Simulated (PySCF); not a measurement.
Compound: C₂H₁₃NOSi₃.
SMILES with atom numbers: `[CH3:1][N:2]([CH3:3])[SiH2:4][O:5][SiH2:6][SiH3:7]` (hydrogens: H8, H9, H10 on C1; H11, H12, H13 on C3; H14, H15 on Si4; H16, H17 on Si6; H18, H19, H20 on Si7)

Computed, not measured: TDDFT PBE0/def2-SVPD, vertical, gas phase, core orbitals frozen in the response in PySCF 2.14.0, density-fitted response routines. Isolated species at its PBE0-D3(BJ)/def2-SVP geometry (one conformer only). Torsions of this conformer, `[CH3:1][N:2]([CH3:3])[SiH2:4][O:5][SiH2:6][SiH3:7]`: C1–N2–Si4–O5 133°, N2–Si4–O5–Si6 -42°, Si4–O5–Si6–Si7 9°.

Each state is given a Gaussian of 0.3 eV full width at half maximum, with ε(max) = 2.175×10⁸ f / Δν̃ (Δν̃ the width in cm⁻¹). The cross-section is σ = 3.8235×10⁻²¹ ε cm², given in Mb (10⁻¹⁸ cm²). The width is an assumption, not a result. The curve ends short of the highest state used, and states not computed would add to its high-energy end.

(E (eV), σ (Mb)): (5.16, 0.04), (5.19, 0.09), (5.22, 0.19), (5.25, 0.38), (5.28, 0.71), (5.31, 1.26), (5.34, 2.13), (5.37, 3.39), (5.40, 5.10), (5.43, 7.27), (5.46, 9.80), (5.49, 12.51), (5.52, 15.10), (5.56, 17.83), (5.59, 18.97), (5.62, 19.14), (5.65, 18.37), (5.68, 16.86), (5.71, 14.91), (5.74, 12.90), (5.77, 11.15), (5.80, 9.88), (5.83, 9.17), (5.86, 8.95), (5.89, 9.06), (5.92, 9.31), (5.95, 9.52), (5.99, 9.57), (6.02, 9.44), (6.05, 9.24), (6.08, 9.11), (6.11, 9.16), (6.14, 9.43), (6.17, 9.92), (6.20, 10.54), (6.23, 11.18), (6.26, 11.72), (6.29, 12.04), (6.32, 12.06), (6.35, 11.77), (6.38, 11.18), (6.42, 9.99), (6.45, 8.90), (6.48, 7.75)

Q: Locate the maxima and give the states behind the curve.

A: 221 nm (5.61 eV), ε about 5000, made up of S1 (99%); 207 nm (5.98 eV), ε about 2500, made up of S2 (87%); 197 nm (6.31 eV), ε about 3200, made up of S3 (11%), S4 (59%) and S6 (26%) (ε in L mol⁻¹ cm⁻¹; maxima over ε = 5, shares over 10%). The states used: S1 5.61 eV (f 0.055); S2 5.96 eV (f 0.024); S3 6.19 eV (f 0.0059); S4 6.28 eV (f 0.021); S5 6.41 eV (f 0.0016); S6 6.43 eV (f 0.015); S7 6.75 eV (f 0.0085); S8 7.00 eV (f 0.0096); S9 7.01 eV (f 0.022); S10 7.08 eV (f 0.027).

Q: Coming from long wavelengths, where does ε first pass 100 L mol⁻¹ cm⁻¹?

A: At about 236 nm (5.25 eV), 0.36 eV below S1.

Q: On this curve, what absorbance would a 10⁻⁴ mol/L sample give at 193 nm over a 1 cm path?

A: 193 nm is 6.424 eV, where ε is about 2600 L mol⁻¹ cm⁻¹, so A = ε c l ≈ 0.26 (Beer–Lambert, with the gas-phase spectrum and the assumed width).

Q: What would ε be at 5.61 eV, the highest of these maxima, with half the width (0.15 eV)?

A: About 9930 L mol⁻¹ cm⁻¹ against 5020, a factor of about 1.98; a lone state at its own centre would give exactly 2.

All these states lie below the vertical ionisation energy of 8.45 eV (ΔSCF).
